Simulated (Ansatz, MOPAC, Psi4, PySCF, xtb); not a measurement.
Noncovalent pair: CH4O (SMILES CO) (first 6 atoms) with CHN (SMILES C#N); geometry from B3LYP-D3(BJ)/def2-TZVP, rigid monomers moved along the line of their centres of mass till O2···H9 is 2.26 Å.
(charge 0, multiplicity 1):
```csv
atom,x (Å),y (Å),z (Å)
C,0.0701,0.0851,-0.2936
O,-0.8249,-0.3368,0.7350
H,0.7144,-0.7321,-0.6293
H,0.6936,0.8677,0.1348
H,-0.4701,0.4983,-1.1496
H,-1.3914,-1.0384,0.3995
C,-0.1164,0.3383,3.9270
N,0.1973,0.6094,4.9966
H,-0.4061,0.0829,2.9197
```

Interaction energies are E(AB) − E(A) − E(B) at the monomers' geometry in the complex; basis-set methods are counterpoise corrected. Rows marked so take none.

Correlated levels freeze the cores. Rows in 6-311+G**, 6-31G* carry no dispersion term and start afresh at each structure (6-31G* with six Cartesian d functions). The state that PM3 reach isn't checked.

Codes used: Ansatz (Gaussian basis) for Hartree–Fock, density functionals and correlated methods; MOPAC for PM3 (differences of heats of formation); Psi4 for SAPT; PySCF for 6-311+G** rows, 6-31G* rows, the dispersion terms; xtb for the GFN methods. Values without a source in brackets are computed.

| level | interaction energy (kcal/mol) |
|---|---|
| PM3 | -1.84 |
| GFN1-xTB | -2.62 |
| PBE-D3(BJ)/def2-TZVPPD | -5.32 |
| BP86/6-31G* (no counterpoise) | -5.75 |
| B3LYP/6-311+G** (no counterpoise) | -5.46 |
| B3LYP/def2-TZVPPD | -4.65 |
| PBE0/def2-TZVPPD | -4.98 |
| wB97X-V/def2-TZVPPD | -5.34 |
| SAPT0/jun-cc-pV(D+d)Z | ? |

### Question
What belongs in the gaps?

### Answer

- SAPT0/jun-cc-pV(D+d)Z, interaction energy (kcal/mol): -6.06

Ansatz is a program for electronic structure.
